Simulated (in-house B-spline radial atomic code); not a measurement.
# Ionising Cs5+ with different functionals

Computed with a B-spline radial code for spherical atoms: scalar-relativistic (spin-free X2C) Hamiltonian, Fermi nucleus of rms radius 4.8041 fm, spin-polarised at highest spin, spherical fractional occupations for the functionals, the average over the highest-spin determinants for Hartree-Fock. The ionisation energy is the difference of two self-consistent energies, [Kr] 4d10 5s2 5p2 → [Kr] 4d10 5s2 5p1, without Breit or QED terms; ε is the level of the shell that loses the electron (its least bound occupied spin orbital). There is no spin-orbit coupling in this Hamiltonian.

Hybrids are left out here: with spherical fractional occupations of an open shell their exact exchange keeps a self-interaction that integer-occupation calculations don't have.

```
           method          rung  ΔSCF (eV)  -ε(5p) (eV)
     Hartree-Fock  Hartree-Fock      68.92        69.18
         LDA VWN5           LDA      69.99        63.98
         LDA PW92           LDA      69.98        63.97
LDA exchange-only           LDA      68.71        62.75
              PBE           GGA      69.69        63.77
           PBEsol           GGA      69.78        63.84
             BLYP           GGA      69.58        63.56
             RPBE           GGA      69.61        63.73
             PW91           GGA      69.81        63.87
             BP86           GGA      69.85        63.90
             AM05           GGA      69.77        63.82
             OLYP           GGA      69.75        63.87
             TPSS      meta-GGA      69.68        63.83
             SCAN      meta-GGA      69.98        64.20
           r2SCAN      meta-GGA      69.96        64.19
          revTPSS      meta-GGA      69.70        63.87
```

Q: How do they compare with the NIST value?

A: NIST lists 69 eV ± 2 (tabulated theory, ground level to ground level). Errors run from -0.39 to +0.89 eV; all lie within about twice that uncertainty, so the table can't rank the methods. Hartree-Fock also lacks correlation.
